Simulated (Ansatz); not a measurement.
Reaction (ligand exchange at the Si–C bond): `S[SiH2]CCl` + H₂Se → `S[SiH2][SeH]` + `CCl`

Isolated molecules relaxed with PBE0-D4/def2-TZVP in Ansatz; ΔE leaves out vibrations. CCSD(T)/CBS adds triple-zeta CCSD(T) − MP2 to the extrapolated MP2 energy (def2 sets, frozen cores). This one scheme is used for every species. DFT in def2-TZVPP. For Se outer-core shells are correlated without core-valence functions, which leaves a few kJ/mol of doubt a bond. Scalar relativity is left out up to krypton. Each species was taken in one conformer, which may not be the lowest.

`S[SiH2]CCl`:

```xyz
9

S    -2.086    1.008    0.222
Si   -0.263    0.021    0.751
C     0.670   -0.548   -0.779
Cl    2.160   -1.375   -0.241
H    -1.479    2.113   -0.243
H    -0.673   -1.161    1.543
H     0.619    0.914    1.539
H     0.964    0.283   -1.420
H     0.088   -1.254   -1.371
```

H₂Se:

Cartesian coordinates in Å:
```
Se -0.138 -0.560 0.369
H 0.068 -0.297 -1.059
H 0.070 0.857 0.690
```

`S[SiH2][SeH]`:

Cartesian coordinates in Å:
```
S -2.082 0.201 -0.160
Si -0.056 0.193 0.491
Se 1.065 -1.461 -0.607
H -1.775 0.412 -1.451
H 0.644 1.475 0.231
H -0.150 -0.044 1.951
H 2.356 -0.775 -0.454
```

`CCl`:

```xyz
5

C    -0.082    0.086   -0.085
Cl    0.912   -0.958    0.948
H     0.551    0.866   -0.502
H    -0.871    0.525    0.521
H    -0.510   -0.519   -0.881
```

Task: Is it downhill or uphill in electronic energy at CCSD(T)/CBS, and by how much? (Best estimate.)

Result: Ansatz gave: Downhill: ΔE = -68.3 kJ/mol.

Task: What do these levels give: r2SCAN-D4, B97M-V, ωB97M-V, PBE, r2SCAN, CAM-B3LYP, RPA@PBE/def2-TZVPP, MP2/def2-SVP, MP2/def2-TZVPP, SCS-MP2/def2-TZVPP, CCSD/def2-TZVPP, SCS-MP2/def2-QZVPP? (Best estimate.)

Result: Ansatz gave: r2SCAN-D4 -68.7, B97M-V -66.4, ωB97M-V -64.8, PBE -69.3, r2SCAN -69.3, CAM-B3LYP -64.3, RPA@PBE/def2-TZVPP -60.9, MP2/def2-SVP -62.6, MP2/def2-TZVPP -68.6, SCS-MP2/def2-TZVPP -67.1, CCSD/def2-TZVPP -64.6, SCS-MP2/def2-QZVPP -69.1 kJ/mol.

Largest T1 diagnostic among the species: 0.010.

At CCSD(T), def2-SVP lies +9.9 kJ/mol from the extrapolated value and def2-TZVPP +4.1 kJ/mol. Leaving LDA and LC-ωPBE aside and taking each functional with its dispersion term where it has one, the values, not all of them listed here, spread over 7.2 kJ/mol, from PBE-QIDH to CAM-B3LYP-D4. LDA lies +6.7 kJ/mol from PBE without D4.
